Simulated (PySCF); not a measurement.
C4H4O2, SMILES Oc1ccco1.

Geometry: PBE0-D3(BJ)/def2-SVP. Other conformers were not sampled.

Two levels are set side by side: TDA-PBE/def2-SVPD (PySCF) and TDA-LC-ωPBE/def2-SVPD (PySCF). Vertical, same geometry. The lowest singlet is HOMO→LUMO 100 % with PBE and HOMO→LUMO 89 % with the other functional; states are paired by order. Differences are taken from unrounded values.

```tsv
quantity	TDA-LC-ωPBE
lowest singlet excitation (eV)	6.02
lowest triplet excitation (TDA) (eV)	3.94
first bright state (f over 0.05) (eV)	6.57
its oscillator strength	0.25
```

### Question
What does TDA-PBE give, and how far is it from TDA-LC-ωPBE? (Estimate from the structure and the level; the computed values follow.)

### Answer

```csv
quantity,TDA-PBE,TDA-PBE minus TDA-LC-ωPBE
lowest singlet excitation (eV),4.50,-1.52
lowest triplet excitation (TDA) (eV),4.01,0.07
first bright state (f over 0.05) (eV),6.02,-0.54
its oscillator strength,0.16,-0.09
```

A lower first singlet is the usual sign of a functional without exact exchange. Differences between two approximate levels are no errors against the true value.

Rough cost on one machine, each run with all the roots and properties that it gave: TDA-LC-ωPBE against TDA-PBE about 3 times.
